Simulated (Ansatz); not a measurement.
Cost and result for the atomization energy of CH5O2Sn, SMILES `C[O][SnH][OH]` radical (9 atoms, 8 bonds).

```xyz
9

C    -1.084    1.179   -0.082
O    -0.586   -0.121    0.094
Sn    1.314   -0.500    0.488
O     1.325   -2.452    0.264
H    -2.071    1.107   -0.549
H    -1.204    1.709    0.871
H    -0.451    1.794   -0.738
H     2.285    0.126   -0.826
H     0.472   -2.843    0.478
```

Total charge 0; spin multiplicity 2. Correlated methods include outer-core shells of Sn, which these sets cover unevenly. Sn takes the def2 core potential. The geometry is a stationary point of PBE0-D4/def2-TZVP. It is one conformer, not always the lowest. Program: Ansatz. Hardware: A = 2 threads of an AMD EPYC 7R13 on a shared host; B = 2 threads of an AMD EPYC 7R13 on a shared host and a share of an NVIDIA H100 80 GB. Times are those of one run each, without the atoms' runs, and a repeat can differ threefold. Electronic energies, without spin–orbit coupling; frozen cores. CCSD(T)/CBS adds CCSD(T) − MP2 in def2-TZVPP to the MP2 limit, and its time is that of the two runs behind it. T1 = 0.018; ⟨S²⟩ of the reference is 0.76. With those shells the extrapolation isn't a true limit. B3LYP takes the VWN-RPA correlation (the form of Gaussian; ORCA's B3LYP/G).

CCSD(T)/CBS is a level of theory with its own doubt, some kJ/mol a heavy atom from the limit and from the frozen cores, so smaller differences don't rank the functionals.

```
                                 level  functions  wall time
                    MP2/def2-QZVPP [B]        403      3.9 s
   PBE-D4/def2-TZVPP (with forces) [A]        213      4.3 s
                PBE0-D4/def2-TZVPP [A]        213        6 s
 B3LYP-D4/def2-TZVPP (with forces) [A]        213      6.5 s
                CCSD(T)/def2-TZVPP [B]        213        8 s
r2SCAN-D4/def2-TZVPP (with forces) [A]        213        8 s
                 B2PLYP/def2-TZVPP [A]        213       11 s
                     CCSD(T)/CBS(def2)          –       12 s
                ωB97X-V/def2-TZVPP [A]        213       14 s
  ωB97M-V/def2-TZVPP (with forces) [A]        213       19 s
```

Question: What atomization energy does each give, and how far from CCSD(T)/CBS? (Estimate.)

Answer: The calculation gave: 
```json
{"level": "MP2/def2-QZVPP [B]", "atomization (kcal/mol)": "716.0", "difference from CCSD(T)/CBS": "0.8", "per bond": "0.1"}
{"level": "PBE-D4/def2-TZVPP (with forces) [A]", "atomization (kcal/mol)": "727.6", "difference from CCSD(T)/CBS": "12.4", "per bond": "1.5"}
{"level": "PBE0-D4/def2-TZVPP [A]", "atomization (kcal/mol)": "704.9", "difference from CCSD(T)/CBS": "-10.3", "per bond": "-1.3"}
{"level": "B3LYP-D4/def2-TZVPP (with forces) [A]", "atomization (kcal/mol)": "709.9", "difference from CCSD(T)/CBS": "-5.3", "per bond": "-0.7"}
{"level": "CCSD(T)/def2-TZVPP [B]", "atomization (kcal/mol)": "691.8", "difference from CCSD(T)/CBS": "-23.4", "per bond": "-2.9"}
{"level": "r2SCAN-D4/def2-TZVPP (with forces) [A]", "atomization (kcal/mol)": "714.2", "difference from CCSD(T)/CBS": "-1.0", "per bond": "-0.1"}
{"level": "B2PLYP/def2-TZVPP [A]", "atomization (kcal/mol)": "701.8", "difference from CCSD(T)/CBS": "-13.4", "per bond": "-1.7"}
{"level": "CCSD(T)/CBS(def2)", "atomization (kcal/mol)": "715.2", "difference from CCSD(T)/CBS": "0.0", "per bond": "0.0"}
{"level": "ωB97X-V/def2-TZVPP [A]", "atomization (kcal/mol)": "712.7", "difference from CCSD(T)/CBS": "-2.5", "per bond": "-0.3"}
{"level": "ωB97M-V/def2-TZVPP (with forces) [A]", "atomization (kcal/mol)": "710.5", "difference from CCSD(T)/CBS": "-4.7", "per bond": "-0.6"}
```

The D4 term adds +6.0 kcal/mol with B3LYP and +3.1 kcal/mol with PBE0; it sums over pairs of atoms, weighted by their polarisabilities, and B3LYP, whose exchange is more repulsive, gets the larger term. From PBE to PBE0 (25 % exact exchange), in def2-TZVPP and without D4, the atomization energy moves by −22.1 kcal/mol: exact exchange takes away binding that semilocal exchange gives to molecules. In def2-TZVPP, CCSD(T) changes the Hartree–Fock value by +211.4 kcal/mol (the triples alone add +13.1 kcal/mol) and MP2 by +221.3 kcal/mol; breaking electron pairs costs correlation energy, which Hartree–Fock lacks.

Spin–orbit coupling would lower the free Sn atoms strongly, and the atomization energy with them, by more than many differences here. For some Ge, Se and Sn compounds the MP2-based and the directly extrapolated limit differ by 10 to 25 kJ/mol.
